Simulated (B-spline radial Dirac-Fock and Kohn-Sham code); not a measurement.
**What relativity does to the binding energies of Cd³⁺**

System: Cd³⁺, [Kr] 4d9.

Both columns are ΔSCF binding energies of the configuration average from an atomic code on a B-spline grid: non-relativistic Hartree-Fock with a point nucleus, and Dirac-Fock with a finite nucleus and the Coulomb interaction alone, averaged over the two j levels with weights 2j+1.

```csv
shell,Hartree-Fock (eV),Dirac-Fock (eV),shift (eV),shift (%)
1s,25971.7,26841.0,+869.29,+3.35
2s,3868.6,4079.7,+211.15,+5.46
2p,3594.6,3654.9,+60.27,+1.68
3s,777.1,820.9,+43.74,+5.63
3p,665.0,678.2,+13.26,+1.99
4s,152.7,161.1,+8.36,+5.47
4p,114.8,117.1,+2.23,+1.94
4d,53.08,52.35,-0.73,-1.38
```

Relativity binds 1s, 2s, 2p, 3s, 3p, 4s, 4p more strongly, among those listed most of all 3s in relative terms, and 4d more weakly, because the contracted s and p shells screen the nucleus better.

Values without a named source are computed, but for edge energies of neutral atoms, which are taken from tables.
